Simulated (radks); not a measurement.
Values are calculated unless marked as measured or tabulated.
Lu, configuration [Xe] 4f14 5d1 6s2.

Level of theory: Dirac Kohn-Sham, SOGGA, spin-unpolarised, spherical densities, finite nucleus; open shells fill j = l - 1/2 first; Fermi nuclear charge, rms radius 5.37 fm (a radial shooting solver on a logarithmic mesh with Libxc functionals).

Energy parts (Ry):
part                       energy
total                 -29148.3692
kinetic                32478.8206
electron-nucleus      -72489.4576
Hartree                11456.3382
exchange-correlation    -594.0705

Orbitals (lengths in bohr, moments of r in powers of bohr; <r^-3> diverges for s and p1/2; r(max) is where P^2 peaks):
| orbital | occ. | eigenvalue (Ry) | <r^-3> | r(max) | small-component weight |
|---|---|---|---|---|---|
| 1s1/2 | 2 | -4639.163 | - | 0.01214 | 7.11e-02 |
| 2s1/2 | 2 | -789.2485 | - | 0.06952 | 1.60e-02 |
| 2p1/2 | 2 | -753.5131 | - | 0.05193 | 1.61e-02 |
| 2p3/2 | 4 | -671.4278 | 14140 | 0.05846 | 1.46e-02 |
| 3s1/2 | 2 | -178.8229 | - | 0.1961 | 5.21e-03 |
| 3p1/2 | 2 | -162.9750 | - | 0.1839 | 5.16e-03 |
| 3p3/2 | 4 | -145.4688 | 3142 | 0.1974 | 4.75e-03 |
| 3d3/2 | 4 | -118.4923 | 539.5 | 0.1552 | 4.63e-03 |
| 3d5/2 | 6 | -114.6689 | 465.4 | 0.1589 | 4.52e-03 |
| 4s1/2 | 2 | -35.56349 | - | 0.4467 | 1.69e-03 |
| 4p1/2 | 2 | -29.10633 | - | 0.4475 | 1.61e-03 |
| 4p3/2 | 4 | -25.11795 | 715.6 | 0.4763 | 1.45e-03 |
| 4d3/2 | 4 | -14.48570 | 106.1 | 0.4758 | 1.26e-03 |
| 4d5/2 | 6 | -13.75751 | 89.70 | 0.4851 | 1.22e-03 |
| 5s1/2 | 2 | -4.46128 | - | 1.044 | 3.46e-04 |
| 5p1/2 | 2 | -2.67601 | - | 1.134 | 2.73e-04 |
| 5p3/2 | 4 | -2.16936 | 88.58 | 1.224 | 2.32e-04 |
| 4f5/2 | 6 | -0.75266 | 14.30 | 0.4657 | 7.76e-04 |
| 4f7/2 | 8 | -0.64075 | 13.58 | 0.4711 | 7.55e-04 |
| 6s1/2 | 2 | -0.33387 | - | 3.080 | 3.39e-05 |
| 5d3/2 | 1 | -0.13251 | 3.609 | 1.801 | 6.59e-05 |
| 5d5/2 | 0 | -0.10940 | 2.789 | 1.881 | 5.87e-05 |

The highest occupied level is 5d3/2 at -1.803 eV. The density falls to 0.001 e/bohr^3 at r = 5.05 bohr. The electron density at the nucleus is 1.11e+06 e/bohr^3.
